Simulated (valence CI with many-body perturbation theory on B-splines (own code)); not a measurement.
**Basis-set convergence for Ir⁵⁶⁺**

Computed by configuration interaction combined with many-body perturbation theory (CI+MBPT): three valence electrons over a frozen Dirac-Fock core [Ar], a basis of 7 s, 7 p, 8 d, 6 f, 4 g, 1 h functions for each j, with the one-electron correlation potential Σ1, the two-electron term Σ2, the three-electron term Σ3, Breit, model QED; selected CI, second order for the rest, scaled by the run's own slope (own B-spline code, finite nucleus).

The last digits are not significant, and no measured levels were compared; by estimate large intervals hold to a few tenths of a per cent, small ones and those within an open d or f shell to about a per cent. The list stops below the first excitations out of the core. Only levels of the ground parity were solved; by the run's estimate the other parity begins above the list, which can be wrong where configurations are misplaced.

The reference run has the lowest level (3d3/2^3) J=3/2 and an ionisation energy of 5609.68 eV. Its largest variational space holds 4699 state functions.

Levels are named by their leading jj configuration (3d3/2^4 stands for four electrons in 3d with j = 3/2), which in mixed levels can hold well under half, so a name can repeat and another be missing. Letters in brackets count levels of one name in rising energy.

Changed runs:
A. basis 6 s, 6 p, 5 d, 5 f, 1 g
B. basis 5 s, 5 p, 4 d, 4 f

Excitation energies of the reference run in cm⁻¹, and shifts in cm⁻¹:

```tsv
Level	Reference	A	B
(3d3/2^2 3d5/2) J=5/2 [a]	649247	-253	-430
(3d3/2^2 3d5/2) J=3/2	701970	-119	-97
(3d3/2^2 3d5/2) J=9/2	732130	+85	+294
(3d3/2^2 3d5/2) J=7/2	735135	+19	+130
(3d3/2^2 3d5/2) J=1/2	747787	+17	+177
(3d3/2^2 3d5/2) J=5/2 [b]	950231	+302	+678
(3d3/2 3d5/2^2) J=7/2 [a]	1371270	-223	-337
(3d3/2 3d5/2^2) J=9/2	1410840	-110	-75
(3d3/2 3d5/2^2) J=3/2 [a]	1456180	-73	-69
(3d3/2 3d5/2^2) J=1/2	1481270	+68	+293
(3d3/2 3d5/2^2) J=11/2	1490370	+151	+512
(3d3/2 3d5/2^2) J=5/2 [a]	1492310	-11	+101
Ionisation energy (eV)	5609.68	-0.07	-0.10
```
